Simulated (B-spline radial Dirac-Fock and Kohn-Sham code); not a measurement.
Kohn-Sham estimates against Dirac-Fock for the levels of Sc⁺

System: scandium as Sc⁺ in the configuration 1s2 2s2 2p6 3s2 3p6 3d1 4s1.

The density-functional columns are spherical, spin-unpolarised Dirac-Kohn-Sham results without Breit or QED terms: −ε is minus the orbital energy of the initial state and ΔSCF the difference of two total energies. The reference in the last column comes from Dirac-Fock energy differences between relaxed states, corrected for Breit and QED terms. All numbers are from a radial atomic solver, in eV; a selection of levels is shown.

```
     level  PBE −ε  PBE ΔSCF  LDA −ε  LDA ΔSCF  Dirac-Fock
    K (1s)  4403.7    4527.3  4391.7    4514.9      4508.1
   L1 (2s)   481.2     503.1   480.0     501.9       518.4
L2 (2p1/2)   398.3     423.5   398.1     423.4       423.0
L3 (2p3/2)   393.6     418.7   393.5     418.5       418.5
M2 (3p1/2)   40.96     48.52   40.98     48.55       47.54
M3 (3p3/2)   40.45     47.98   40.47     48.00       47.04
 M4,5 (3d)    9.97     16.10   10.23     16.38       14.89
   N1 (4s)    9.73     12.77    9.95     12.95       12.08
```

**Question.** Order the estimates of the K (1s) level by their distance from the Dirac-Fock value, nearest first.
A. PBE ΔSCF
B. PBE −ε
C. LDA ΔSCF
D. LDA −ε

**Answer.** C (6.8 eV), A (19.3 eV), B (104.4 eV), D (116.4 eV).

For the outermost level NIST gives 12.79977 eV (measured); the differences from it are PBE −ε -3.07, PBE ΔSCF -0.03, LDA −ε -2.85, LDA ΔSCF +0.15, Dirac-Fock -0.72 eV.

Values without a named source are computed, but for edge energies of neutral atoms, which are taken from tables.
